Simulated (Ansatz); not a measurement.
Consider the ligand exchange at the Al–C bond: `C=[CH][AlH2]` + `F/C=C\S` → `F/C=C/[S][AlH2]` + `C=C`.

Program: Ansatz. Geometries: PBE0-D4/def2-TZVP. ΔE: electronic, gas phase. CBS: MP2 limit from def2 TZ/QZ plus the TZ coupled-cluster correction, frozen cores. This one scheme is used for every species. Double bonds are as drawn, so ΔE can hold a change between cis and trans. Functionals use def2-TZVPP. B3LYP here is the variant with VWN-RPA as its local correlation; programs differ in this. Each species was taken in one conformer, which may not be the lowest.

```
             level  ΔE (kJ/mol)  difference from CCSD(T)/CBS
            PBE-D4       -100.8                         -2.1
         r2SCAN-D4       -103.6                         -4.9
           PBE0-D4       -103.1                         -4.4
           ωB97X-V        -96.7                          2.0
            B2PLYP        -91.6                          7.1
               PBE        -98.4                          0.3
            r2SCAN       -103.1                         -4.4
              PBE0       -101.0                         -2.3
             B3LYP        -85.4                         13.3
    MP2/def2-TZVPP       -103.2                         -4.5
SCS-MP2/def2-TZVPP        -96.2                          2.5
    MP2/def2-QZVPP       -104.1                         -5.4
SCS-MP2/def2-QZVPP        -97.1                          1.6
      HF/CBS(def2)        -82.4                         16.3
     MP2/CBS(def2)       -105.2                         -6.5
    CCSD/CBS(def2)        -95.2                          3.5
       CCSD(T)/CBS        -98.7                            0
```

Largest T1 diagnostic among the species: 0.013.

The D4 term adds −3.9 kJ/mol with B3LYP and −2.1 kJ/mol with PBE0; it sums over pairs of atoms, weighted by their polarisabilities, and B3LYP, whose exchange is more repulsive, gets the larger term. In def2-TZVPP, CCSD(T) changes the Hartree–Fock value by −13.4 kJ/mol (the triples alone add −3.5 kJ/mol) and MP2 by −19.9 kJ/mol.
